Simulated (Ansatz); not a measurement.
The first iterations of a band of CH$_{7}$AsSeSi (11 atoms, charge 0, multiplicity 1).

These are results of RKS B3LYP-D4/def2-SVP in Ansatz, not measurements.

```yaml
movable_images: 5
climbing_image: yes
spring: 5.0 eV/Å²
optimiser: quadratic models (default)
start_path: through a guess of the saddle point
force_threshold: 0.03 eV/Å
iteration_limit: 48
end_points: relaxed
```

First end point:

```xyz
11
Properties=species:S:1:pos:R:3
C -0.791 1.213 0.099
Si 0.127 -0.182 -0.774
As 2.087 -0.918 0.381
Se -1.239 -2.009 -1.144
H -0.134 2.090 0.216
H -1.679 1.509 -0.481
H -1.119 0.894 1.100
H 0.524 0.231 -2.152
H 1.280 -1.144 1.664
H 2.458 0.508 0.811
H -1.449 -2.248 0.299
```

Last end point:

```xyz
11
Properties=species:S:1:pos:R:3
C -0.935 1.299 0.034
Si 0.084 -0.186 -0.518
As 1.620 -0.775 1.216
Se -1.244 -2.019 -0.985
H -0.283 2.172 0.208
H -1.678 1.564 -0.734
H -1.470 1.078 0.971
H 0.754 0.087 -1.822
H 2.464 -1.622 0.264
H 2.479 0.472 0.979
H -1.725 -2.126 0.408
```

| iteration | highest image above the first end (eV) | largest band force component (eV/Å) |
| --- | --- | --- |
| 1 | 5.316 | 24.199 |
| 2 | 2.173 | 7.338 |
| 3 | 1.622 | 3.773 |
| 4 | 1.174 | 1.258 |
| 5 | 1.095 | 0.850 |
| 6 | 0.882 | 1.600 |
| 7 | 1.322 | 0.758 |
| 8 | 1.404 | 0.314 |

Does the band converge within its limit, and where does its top end?

It converged. It ended after 25 iterations with the highest image 1.304 eV above the first end. Neighbouring images differ by up to 1.3 eV, so the band resolves the path poorly. A vibrational analysis at the climbing image gives one clearly imaginary mode, 731i cm⁻¹: a first-order saddle point.

Run time: 16 min on 2 threads of Arm Neoverse N1, with other jobs on the host, peak memory 0.4 GiB.
